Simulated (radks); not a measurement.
The numbers below are computed, except where a source is named.
Rh5+, 40 electrons, occupied as [Kr] 4d4 (the NIST ground configuration).

Code: a radial shooting solver on a logarithmic mesh with Libxc functionals. Model: non-relativistic Kohn-Sham, LDA (Slater exchange, Perdew-Wang correlation), spin-unpolarised, spherical densities, point nucleus; relativity is left out, which matters for an element this heavy.

Energy parts (hartree):
| part | energy |
|---|---|
| total | -4676.97670 |
| kinetic | 4674.11838 |
| electron-nucleus | -11033.19329 |
| Hartree | 1810.90144 |
| exchange-correlation | -128.80323 |

Orbitals (lengths in bohr, moments of r in powers of bohr; r(max) is where P^2 peaks; r(90%) holds 90 % of the orbital's charge):
| orbital | occ. | eigenvalue (hartree) | r(max) | <r^4> | r(90%) | <1/r> |
|---|---|---|---|---|---|---|
| 1s | 2 | -823.8644 | 0.02242 | 5.972e-06 | 0.0603 | 44.44 |
| 2s | 2 | -119.5581 | 0.1248 | 0.001110 | 0.227 | 10.07 |
| 2p | 6 | -111.1076 | 0.09792 | 0.0007362 | 0.205 | 10.08 |
| 3s | 2 | -23.47935 | 0.3634 | 0.05311 | 0.594 | 3.549 |
| 3p | 6 | -20.12988 | 0.3499 | 0.05344 | 0.596 | 3.466 |
| 3d | 10 | -13.93778 | 0.2909 | 0.05018 | 0.587 | 3.308 |
| 4s | 2 | -5.40370 | 0.8978 | 1.765 | 1.42 | 1.389 |
| 4p | 6 | -4.35103 | 0.9394 | 2.369 | 1.53 | 1.288 |
| 4d | 4 | -2.63421 | 1.063 | 5.330 | 1.89 | 1.054 |

The highest occupied level is 4d at -71.681 eV. For comparison, the ionisation energy in NIST's Atomic Spectra Database is 80 eV (theoretical). In exact Kohn-Sham theory the highest level is minus the ionisation energy, but local and semilocal functionals leave it too shallow, through self-interaction and a potential that decays too fast; potentials with the right tail come closer. The density falls to 0.001 e/bohr^3 at r = 2.79 bohr.

Beside tabulated values, note that spin-unpolarised runs miss the spin-polarisation part of the exchange energy of open shells.
